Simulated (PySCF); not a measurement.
## Bond length, frequency and bond energy of DyBr by level of theory

State: sextet, about 9.8 electrons in the 4f shell (Mulliken), real f orbitals that mix terms. Set-up: Dy x2c-SVPall, Br x2c-SVPall; spin-free X2C with a Gaussian nucleus (PySCF 2.14). De refers to Dy (4f10 6s2) + Br in their high-spin ground configurations, without counterpoise correction. The functionals are run spin-unrestricted. A positive dipole means Dy(−)Br(+).

```tsv
Level	Re (Å)	ωe (cm⁻¹)	De (eV)	μ (D)	CPU s a point (SCF and correlation, without the integrals)
ROHF	2.721	201	n/a	-5.22	15
ROHF-MP2	2.605	229	n/a	n/a	21
ROHF-SCS-MP2	2.630	223	n/a	n/a	n/a
PBE	2.674	199	3.82	-4.64	7.8
BP86	2.677	199	3.77	-4.73	8.5
r²SCAN	2.628	211	4.35	-4.20	28
PBE0	2.636	204	3.92	-4.34	16
r²SCAN0	2.652	200	4.09	-4.79	18
ωB97X	2.637	211	3.72	-4.32	24
```

The bond length runs from 2.605 Å (ROHF-MP2) to 2.721 Å (ROHF). De spans 3.72 eV (ωB97X, range-separated hybrid) to 4.35 eV (r²SCAN, meta-GGA).

Correlated steps freeze 27 core orbitals. These are scalar-relativistic numbers at best; spin–orbit coupling would shift them, the dissociation energy most. Counting both spins, an empty level lies below a filled one in some of these solutions, because spin and occupation are held. With d or f electrons several states lie close, and the lowest PBE0 determinant need not be the measured ground state.

The whole job (state search and all levels along the bond) took about 20 min on 4 threads of Arm Neoverse V1 (shared host), peak memory 6 GiB.
